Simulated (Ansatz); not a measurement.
```yaml
crystal:
  periodic: [false, false, false]
  atoms:
    - {symbol: B, position_ang: [-1.196661, -0.048946, -0.870872]}
    - {symbol: O, position_ang: [-0.928479, -0.844668, -0.279106]}
    - {symbol: C, position_ang: [0.066618, -0.065577, 0.771364]}
    - {symbol: C, position_ang: [1.033973, 0.202457, 0.241104]}
    - {symbol: O, position_ang: [1.416779, -0.934069, 0.262963]}
    - {symbol: H, position_ang: [-2.139548, -0.443912, -1.397638]}
    - {symbol: H, position_ang: [-1.371153, 1.406960, -0.821652]}
    - {symbol: H, position_ang: [-0.046297, -0.201023, 1.868168]}
    - {symbol: H, position_ang: [1.962592, 0.893486, 0.929079]}
    - {symbol: H, position_ang: [1.224064, 0.507275, -0.751976]}
basis:
  gaussian: {orbitals: aug-cc-pVTZ}
magnetization: {spin_polarized: true, initial_magnetization: 0}
hamiltonian: {xc: {name: HF}}
correlation: {active_space: {window: {electrons: 3, orbitals: 2}}}
scf: {lower_state_search: off}
output: {forces: true}
```

```sh
$ ansatz run in.yaml --threads 2 --pin off --events-out ev --progress --plain --max-ram 4352MiB
```

Shortened log:

```
Error: invalid value for `correlation.active_space`: it starts from restricted Hartree–Fock orbitals; set hamiltonian.xc: hf without magnetization.spin_polarized
```
